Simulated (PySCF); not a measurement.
Unrelated species, one level of theory. The calculation used PySCF, TDDFT B3LYP/def2-SVPD, vertical, gas phase, core orbitals frozen in the response. Geometries: PBE0-D3(BJ)/def2-SVP; one conformer of each isolated species. Triplets are in the Tamm–Dancoff approximation.

Question: Rank by computed HOMO–LUMO gap, lowest first.
A. `N#C[SiH]1CCC1`
B. `C=CC[SiH3]`
C. `C[C@H]1C[SiH2]1`
D. `[H][Si](C)(C)C=C`
E. `[SiH3]C1CC1`

Answer: C (6.54 eV), B (6.80 eV), D (6.98 eV), A (7.25 eV), E (8.51 eV).

```
          SMILES  gap (eV)  f (S1)  S1 (eV)  first f ≥ 0.01 (nm)  HOMO (eV)  T1 (eV)    S1 mainly
 C[C@H]1C[SiH2]1      6.54   0.004     5.93                  206      -6.45     4.75  H→L+1 (97%)
      C=CC[SiH3]      6.80   0.005     6.38                  186      -7.00     4.26  H→L+1 (96%)
[H][Si](C)(C)C=C      6.98   0.005     6.48                  182      -7.47     4.29  H-1→L (96%)
   N#C[SiH]1CCC1      7.25   0.005     6.15                  189      -8.35        –    H→L (95%)
     [SiH3]C1CC1      8.51   0.002     7.56                  163      -8.12     7.36    H→L (98%)
```

H and L stand for HOMO and LUMO; a dash means that no computed state gives the value.

- `C[C@H]1C[SiH2]1`: Löwdin shares by element: HOMO carbon 53%, silicon 30% (atoms not listed hold the other 17%); LUMO silicon 38%, hydrogen 23% or more, carbon 14% or more (atoms not listed hold the other 25%).
- `C=CC[SiH3]`: Löwdin shares by element: HOMO carbon 78%, silicon 7%; LUMO carbon 67%, silicon 9% (atoms not listed hold the other 24%).
- `[H][Si](C)(C)C=C`: Löwdin shares by element: HOMO carbon 74% or more, silicon 6% (atoms not listed hold the other 19%); LUMO carbon 70% or more, silicon 6%, hydrogen 5% or more (atoms not listed hold the other 18%).
- `N#C[SiH]1CCC1`: Löwdin shares by element: HOMO carbon 48% or more, silicon 17% (atoms not listed hold the other 35%); LUMO carbon 32% or more, silicon 24%, nitrogen 24% (atoms not listed hold the other 19%).
- `[SiH3]C1CC1`: Löwdin shares by element: HOMO carbon 71%, silicon 13% (atoms not listed hold the other 16%); LUMO silicon 32%, carbon 26% (atoms not listed hold the other 43%).
